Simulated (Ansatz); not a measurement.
Cost and result for the atomization energy of C2H5BClN (`C=NBCCl`) (10 atoms, 9 bonds).

```json
{"atom": "C1", "x (Å)": "-0.542", "y (Å)": "1.979", "z (Å)": "0.290"}
{"atom": "N2", "x (Å)": "0.115", "y (Å)": "0.958", "z (Å)": "0.043"}
{"atom": "B3", "x (Å)": "0.795", "y (Å)": "-0.179", "z (Å)": "-0.219"}
{"atom": "C4", "x (Å)": "0.121", "y (Å)": "-1.604", "z (Å)": "-0.152"}
{"atom": "Cl5", "x (Å)": "-1.606", "y (Å)": "-1.616", "z (Å)": "0.294"}
{"atom": "H6", "x (Å)": "-0.611", "y (Å)": "2.382", "z (Å)": "1.304"}
{"atom": "H7", "x (Å)": "-1.077", "y (Å)": "2.518", "z (Å)": "-0.498"}
{"atom": "H8", "x (Å)": "1.956", "y (Å)": "-0.102", "z (Å)": "-0.514"}
{"atom": "H9", "x (Å)": "0.644", "y (Å)": "-2.232", "z (Å)": "0.573"}
{"atom": "H10", "x (Å)": "0.205", "y (Å)": "-2.105", "z (Å)": "-1.120"}
```

The species carries charge 0 and has multiplicity 1. The geometry is a stationary point of PBE0-D4/def2-TZVP. It is one conformer, not always the lowest. Program: Ansatz. All runs use 4 threads of an Intel Xeon 6975P-C on a shared host. Times are those of one run each, without the atoms' runs, and a repeat can differ threefold. Electronic energies, without spin–orbit coupling; frozen cores. CCSD(T)/CBS adds CCSD(T) − MP2 in def2-TZVPP to the MP2 limit, and its time is that of the two runs behind it. T1 = 0.014. B3LYP takes the VWN-RPA correlation (the form of Gaussian; ORCA's B3LYP/G).

CCSD(T)/CBS is a level of theory with its own doubt, some kJ/mol a heavy atom from the limit and from the frozen cores, so smaller differences don't rank the functionals.

```json
{"level": "PBE-D4/def2-TZVPP (with forces)", "functions": "236", "wall time": "1.5 s"}
{"level": "PBE0-D4/def2-TZVPP", "functions": "236", "wall time": "1.9 s"}
{"level": "r2SCAN-D4/def2-TZVPP (with forces)", "functions": "236", "wall time": "2.5 s"}
{"level": "B3LYP-D4/def2-TZVPP (with forces)", "functions": "236", "wall time": "3 s"}
{"level": "ωB97X-V/def2-TZVPP", "functions": "236", "wall time": "4.1 s"}
{"level": "B2PLYP/def2-TZVPP", "functions": "236", "wall time": "4.1 s"}
{"level": "ωB97M-V/def2-TZVPP (with forces)", "functions": "236", "wall time": "6.5 s"}
{"level": "MP2/def2-QZVPP", "functions": "448", "wall time": "15 s"}
{"level": "CCSD(T)/def2-TZVPP", "functions": "236", "wall time": "35 s"}
{"level": "CCSD(T)/CBS(def2)", "functions": "–", "wall time": "50 s"}
```

Task: What atomization energy does each give, and how far from CCSD(T)/CBS? (An estimate is asked.)

Result: The calculation gave: 
| level | atomization (kcal/mol) | difference from CCSD(T)/CBS | per bond |
| --- | --- | --- | --- |
| PBE-D4/def2-TZVPP (with forces) | 951.9 | 35.6 | 4.0 |
| PBE0-D4/def2-TZVPP | 930.8 | 14.5 | 1.6 |
| r2SCAN-D4/def2-TZVPP (with forces) | 925.9 | 9.6 | 1.1 |
| B3LYP-D4/def2-TZVPP (with forces) | 926.3 | 10.0 | 1.1 |
| ωB97X-V/def2-TZVPP | 922.6 | 6.3 | 0.7 |
| B2PLYP/def2-TZVPP | 914.1 | -2.2 | -0.2 |
| ωB97M-V/def2-TZVPP (with forces) | 926.0 | 9.7 | 1.1 |
| MP2/def2-QZVPP | 924.9 | 8.6 | 1.0 |
| CCSD(T)/def2-TZVPP | 892.1 | -24.2 | -2.7 |
| CCSD(T)/CBS(def2) | 916.3 | 0.0 | 0.0 |

From PBE to PBE0 (25 % exact exchange), in def2-TZVPP and without D4, the atomization energy moves by −20.4 kcal/mol: exact exchange takes away binding that semilocal exchange gives to molecules. In def2-TZVPP, CCSD(T) changes the Hartree–Fock value by +225.8 kcal/mol (the triples alone add +15.9 kcal/mol) and MP2 by +244.3 kcal/mol; breaking electron pairs costs correlation energy, which Hartree–Fock lacks. The D4 term adds +7.4 kcal/mol with B3LYP and +3.9 kcal/mol with PBE0; it sums over pairs of atoms, weighted by their polarisabilities, and B3LYP, whose exchange is more repulsive, gets the larger term.
